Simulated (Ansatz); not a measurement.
The cluster Mg3Cl4⁺, relaxed as a doublet with UKS PBE0-D4/def2-SVP in Ansatz, starting from the GFN2-xTB geometry. Force threshold 0.02 eV/Å.

The structure comes from a short search, and lower isomers may exist.

Start:

Cartesian coordinates in Å:
```
Mg 1.165 -0.322 1.021
Mg 0.494 0.367 -1.679
Mg -1.838 0.239 0.629
Cl 0.035 1.685 0.294
Cl 2.404 -0.482 -0.836
Cl -1.600 -0.455 -1.525
Cl -0.660 -1.032 2.096
```

(1) Estimate the energy that the relaxation releases and the steps that it takes.

(2) Does the start keep its bonding?

(3) Predict the relaxed structure.

Answers

(1) 1.00 eV, in 18 steps; 80 s on 4 threads of Arm Neoverse V1 on a shared host. The force fell under the threshold at step 17, but the optimiser went on. No frequencies were taken in this run, so the end may be a saddle point.

(2) Bonds lost: Mg3–Cl4 (atoms count from 1). Metal–metal contacts that move far: Mg1–Mg3 3.08 to 4.11 Å.

(3) 
Cartesian coordinates in Å:
```
Mg 1.3506 0.0876 1.2366
Mg 0.4948 0.6222 -1.6514
Mg -2.5625 -0.9767 0.5782
Cl 0.9692 2.1451 0.1101
Cl 1.9977 -0.9969 -0.7763
Cl -1.6908 -0.0869 -1.6592
Cl -0.5588 -0.7944 2.1620
```
Bond lengths (bridged metal pairs left out): 8 × Cl–Mg 2.30 to 2.56 Å.
